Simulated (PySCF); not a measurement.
## Structure from NMR data

The spectra below were simulated for a compound C3H13O2PSi2.

1H NMR (400 MHz, computed): δ 5.70 (m, 1H), 5.14 (s, 3H), 4.34 (m, 1H), 1.36 (d, 3H), 1.25 (d, 3H), 0.95 (m, 2H).

13C{1H} NMR (computed): δ 67.4 (CH), 27.7 (CH3), 25.9 (CH3).

Relativity neglected, equivalent nuclei averaged, one conformer, no solvent. Coordinates at the GFN2-xTB level; σ from GIAO-PBE0/pcSseg-1; PySCF.

References, each an isolated molecule treated in the same way: TMS for 1H (31.72 ppm), 13C (186.93 ppm).

Propose a structure and justify it.

Answers


- 3 carbon signals for 3 carbons: no two carbons are equivalent.
- Carbon types of the structure: 1 × CH, 2 × CH3, leaving 6 H on heteroatoms.
- δC 67.4: sp3 CH bonded to O; pulled downfield by the heteroatom.
- δC 27.7, 25.9: methyl carbon; a saturated carbon with 1 carbon neighbour and no heteroatom attached.
- δH 5.70: hydrogen on a silicon bonded to 2 O, P.
- δH 5.14: hydrogen on a silicon bonded to O.
- δH 4.34: hydrogen on an sp3 CH bonded to O; its carbon carries O, hence the downfield position.
- δH 1.36, 1.25: hydrogen on a methyl carbon.
- δH 0.95: hydrogen on a phosphorus bonded to Si.

The compound is SMILES O([Si@H](OC(C)C)P)[SiH3].

This is the structure that produced the data.

Splittings by 31P in the carbon and heteronuclear signals aren't shown, as no couplings were computed. Shifts are as computed. Against solution values, carbons near 30 ppm lie about +3 ppm off and those near 130 ppm about +5 ppm. Of 1211 compounds with measured shifts, 218 miss one by over three times the rms of a fit or turn the order of signals round; such compounds aren't used in these exercises. Multiplicities follow the n + 1 count of equivalent neighbours, as no J values were calculated; m marks all less simple cases, F and P coupling included.
